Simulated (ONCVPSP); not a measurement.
**carbon (C), ONCV: configuration errors across variants**

```json
{"Element": "carbon (C)", "Generator": "ONCVPSP 4.0.1", "Type": "optimised norm-conserving Vanderbilt (ONCV)", "Functional": "PBEsol", "Relativity": "scalar-relativistic", "Frozen core": "[He]", "Valence charge": "4", "Reference configuration": "2s1 2p3", "Partial waves": "2s: rc 1.40 bohr, ncon 5, nbas 9, qcut 4.7 1/bohr, 3 projectors, debl 2.3 Ha; 2p: rc 2.05 bohr, ncon 4, nbas 8, qcut 8.2 1/bohr, 3 projectors, debl 3.2 Ha; d scattering state at 0.1 Ha: rc 2.05 bohr, ncon 5, nbas 9, qcut 5.6 1/bohr, 1 projector", "Local potential": "polynomial inside 0.90 bohr (lpopt 5, dvloc0 6 Ha)", "Core correction": "Teter function, fcfact 5, rcfact 1.5"}
```

All-electron excitation energies from the reference (eV): (1) 2s2 2p2 -8.427; (2) 2s2 2p1 2.362; (3) 2s2 2p0 26.381; (4) 2s1 2p2 11.075.

3 further variants failed, have other tests or another functional or relativity, and are left out.

Errors AE − PS in meV (a dash: test not solved or not reliable):

| change | (1) | (2) | (3) | (4) | bound ghosts | GHOST(+) flags above zero |
| --- | --- | --- | --- | --- | --- | --- |
| base | +2.0 | +61 | +316 | +13 | none | s |
| local potential polynomial inside 0.90 bohr (lpopt 5, dvloc0 9 Ha) | +2.0 | +61 | +316 | +13 | none | s |
| p: debl 4.15 | +1.9 | +61 | +318 | +13 | none | s |

**Question.** Give the same row for: core correction Teter function, fcfact 3.9, rcfact 1.5.

**Answer.** +2.0, +61, +321, +13; bound ghosts: none; GHOST(+) flags above zero: s.
